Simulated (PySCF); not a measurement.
Molecule: `C1(F)=CC=C2N=CSC2=C1`, C7H4FNS.

Bonds (- single, = double, # triple, : aromatic): F1-C2, C2:C3, C3:C4, C4:C5, C5:N6, N6:C7, C7:S8, S8:C9, C9:C10, C10:C2, C9:C5. C3 carries H11; C4 carries H12; C7 carries H13; C10 carries H14.

Frames of a GFN2-xTB Langevin trajectory at 300 K; GIAO PBE0/pcSseg-1 shieldings in PySCF, gas phase, non-relativistic; equivalent atoms averaged within each frame.

References, each an isolated molecule treated in the same way: CFCl3 for ¹⁹F (σref 170.95); ¹³C (σref 186.93) vs TMS; ¹⁵N (σref 267.73) against NH3; CS2 for ³³S (σref 503.73). The references are static minima.

Question: How do the shifts (ppm) fluctuate along the trajectory?

Answer: 
| time (fs) | F1 | C2 | C5 | C7 | C9 | C4 | C3 | C10 | N6 | S8 |
| --- | --- | --- | --- | --- | --- | --- | --- | --- | --- | --- |
| 250 | -115.4 | 173.6 | 161.9 | 156.2 | 141.5 | 139.7 | 128.4 | 111.4 | 367.0 | 240 |
| 425 | -126.3 | 169.3 | 156.0 | 157.7 | 147.1 | 132.4 | 116.5 | 126.9 | 353.9 | 250 |
| 625 | -116.6 | 172.1 | 155.8 | 157.2 | 145.6 | 142.5 | 132.0 | 108.9 | 350.3 | 260 |
| 800 | -100.3 | 180.8 | 153.6 | 158.2 | 152.0 | 130.7 | 113.8 | 123.6 | 342.7 | 287 |
| 1000 | -119.6 | 165.6 | 155.5 | 154.5 | 156.8 | 134.9 | 124.4 | 111.4 | 359.0 | 286 |
| mean of frames | -115.6 | 172.3 | 156.6 | 156.8 | 148.6 | 136.1 | 123.0 | 116.4 | 354.6 | 265 |
| standard deviation | 9.6 | 5.7 | 3.1 | 1.5 | 5.9 | 4.9 | 7.7 | 8.2 | 9.1 | 21 |

5 frames give an uncertainty of the mean of about the standard deviation over 2.2 at best, since frames this close in time may not be independent; classical motion lacks zero-point vibration, and the reference would need the same averaging.
